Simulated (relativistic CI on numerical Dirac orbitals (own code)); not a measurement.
**Hyperfine structure of I³⁴⁺, mass number 127**

Calculated at this level of theory: Dirac-Coulomb-Breit CI, orbitals from a KLI potential per configuration, model QED (radiative potential, 1s self-energy scaled to tabulated hydrogen-like ionisation energies), unscaled Slater integrals (own radial code, finite nucleus).

Configurations in the expansion (outside the closed core [Ne]): 3s²3p⁶3d, 3s²3p⁵3d², 3s3p⁶3d², 3s²3p⁶4s, 3s²3p⁶4p, 3s²3p⁶4d, 3s²3p⁵3d4s, 3s²3p⁶4f, 3s²3p⁵3d4p, 3p⁶3d³, 3p⁵3d⁴, 3p⁵3d³4s. Double excitations out of closed p, d and f shells are left out; levels of such configurations are missing from the list, as are those of other unlisted configurations, and high levels can miss mixing partners. These lack a partner that the ground configuration has and come out too high: 3s²3p⁵3d4p.

Nuclear spin I = 5/2, μ = 2.8087 μN, Q = -0.688 b (tables of Stone and Pyykkö). The electronic factors are computed for point nuclear moments, without core polarisation or the Bohr-Weisskopf and QED corrections.

| Level | E (cm⁻¹) | A (MHz) | B (MHz) |
| --- | --- | --- | --- |
| 3s²3p⁶3d ²D3/2 | 0 | 35540 | -13800 |
| 3s²3p⁶3d ²D5/2 | 123837 | 14760 | -18200 |
| 3s²3p⁵3d² ⁴D°1/2 | 1282528 | 10050 |  |
| 3s²3p⁵3d² ⁴D°3/2 | 1292671 | 38480 | -36500 |
| 3s²3p⁵3d² ⁴G°9/2 | 1426639 | 36000 | 73000 |
| 3s²3p⁵3d² ⁴D°7/2 | 1428541 | 26590 | -939 |
| 3s²3p⁵3d² ⁴G°11/2 | 1468713 | 32790 | 63900 |

Levels with J = 0, under 50 % of one LS term, or S terms without an open s electron are left out. Small factors come from cancelling terms and can be off by tens of per cent or more.

At this charge energies of transitions that change n are usually good to better than 1 %, and those within a shell (Δn = 0) to a few per cent.

Q: Give the hyperfine levels of 3s²3p⁶3d ²D3/2 relative to its centre of gravity.

A: With K = F(F + 1) − I(I + 1) − J(J + 1), E = AK/2 + B[¾K(K + 1) − I(I + 1)J(J + 1)]/[2I(2I − 1)J(2J − 1)]: F = 1: -196200, F = 2: -114100, F = 3: -1311, F = 4: 129800 MHz.

LS names give the leading component of a level, which can be under half, so a name can repeat, a term be missing and a line seem to break the LS rules.
